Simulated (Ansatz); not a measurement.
`[OH][Cd][Br]` + HCl → `[Cl][Cd][Br]` + H₂O at 298.15 K and 1 bar (ligand exchange at a Cd–O bond).

Program: Ansatz. Geometries: PBE0-D4/def2-TZVP. ΔE: electronic, gas phase. CCSD(T)/CBS adds triple-zeta CCSD(T) − MP2 to the extrapolated MP2 energy (def2 sets, frozen cores). This one scheme is used for every species. Elements past krypton have def2 core potentials. For Br, Cd outer-core shells are correlated without core-valence functions, which leaves a few kJ/mol of doubt a bond. Scalar relativity is left out up to krypton. One conformer a species, not always the lowest.

```csv
species,CCSD(T)/CBS energy (Eh),H − E (kJ/mol),S (J/(mol·K))
`[OH][Cd][Br]`,-2816.86459,50.0,310.5
HCl,-460.38127,26.6,186.8
`[Cl][Cd][Br]`,-3200.91128,19.6,303.7
H₂O,-76.37941,66.4,188.7
```

H − E and S are ideal-gas, rigid-rotor, harmonic terms from PBE0-D4/def2-TZVP, for one conformer and one mirror image of each species. 1 Eh = 2625.50 kJ/mol, R = 8.31446 J/(mol·K).

Task: By hand: ΔE, ΔH, ΔS and ΔG.

Result: ΔE = (-3200.91128) + (-76.37941) − (-2816.86459) − (-460.38127) = -0.04483 Eh = -117.7 kJ/mol. Δ(H − E) = 19.6 + 66.4 − 50.0 − 26.6 = 9.4, so ΔH = -108.3 kJ/mol. ΔS = 303.7 + 188.7 − 310.5 − 186.8 = -4.9 J/(mol·K). ΔG = -108.3 − 298.15 × (-4.9)/1000 = -106.8 kJ/mol.

Task: By hand: the equilibrium constant, and the temperature at which ΔG would vanish if ΔH and ΔS stayed fixed.

Result: log₁₀ K = −ΔG/(RT ln 10) = 18.7. ΔG = 0 at ΔH/ΔS = 22102 K, far beyond where these terms or the molecules hold.

The number of gas molecules stays the same, so ΔS is small and ΔH decides. A doubt of 5 kJ/mol in ΔE shifts log₁₀ K by 0.9 here. Other conformers and mirror images would add mixing entropy, several J/(mol·K) or more a flexible species. These are equilibria of isolated gas molecules and say nothing of rates. Largest T1 diagnostic: 0.014 (customary marks: 0.02 for closed shells, 0.045 for open ones).
